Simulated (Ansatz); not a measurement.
Calculated with Ansatz (gas phase, PBE0-D4/def2-TZVP geometries, no zero-point term in ΔE). CCSD(T)/CBS is the MP2 limit (def2-TZVPP, def2-QZVPP) plus CCSD(T) − MP2 in def2-TZVPP, frozen cores. This one scheme is used for every species, atoms too. DFT in def2-TZVPP. B3LYP here is the variant with VWN-RPA as its local correlation; programs differ in this. Open shells (•) are unrestricted, without spin–orbit coupling. Spin–orbit coupling would lower the free atoms: a little for Al, C, O; strongly for Sn. Elements past krypton have def2 core potentials. For Sn outer-core shells are correlated without core-valence functions, so the limit isn't a true one: a few kJ/mol of doubt a bond, and 10 to 20 or more in all where bonds break to atoms. Each species was taken in one conformer, which may not be the lowest.

Consider the atomization: `C=[C](O)[SnH2][AlH2]` → Al• + 2 C• + 7 H• + O• + Sn•.

```tsv
level	ΔE (kJ/mol)	difference from CCSD(T)/CBS
PBE-D4	3942.7	51.7
PBE0-D4	3868.8	-22.2
B3LYP-D4	3859.8	-31.2
ωB97M-V	3881.4	-9.6
B2PLYP	3809.8	-81.2
r2SCAN	3889.9	-1.1
MP2/def2-TZVPP	3810.5	-80.5
CCSD/def2-TZVPP	3713.7	-177.3
HF/def2-QZVPP	2728.8	-1162.2
SCS-MP2/def2-QZVPP	3865.8	-25.2
CCSD(T)/CBS	3891.0	0
```

Largest T1 diagnostic among the species: 0.018.

In def2-TZVPP, CCSD(T) changes the Hartree–Fock value by +1060.2 kJ/mol (the triples alone add +70.1 kJ/mol) and MP2 by +1086.9 kJ/mol; breaking electron pairs costs correlation energy, which Hartree–Fock lacks. From PBE to PBE0 (25 % exact exchange), in def2-TZVPP and without D4, ΔE moves by −69.6 kJ/mol: exact exchange takes away binding that semilocal exchange gives to molecules.

For atomizations the MP2-based limit and the directly extrapolated one differ by several kJ/mol either way, and by 10 to 25 for some Ge, Se and Sn compounds, so smaller differences from it don't rank the levels.
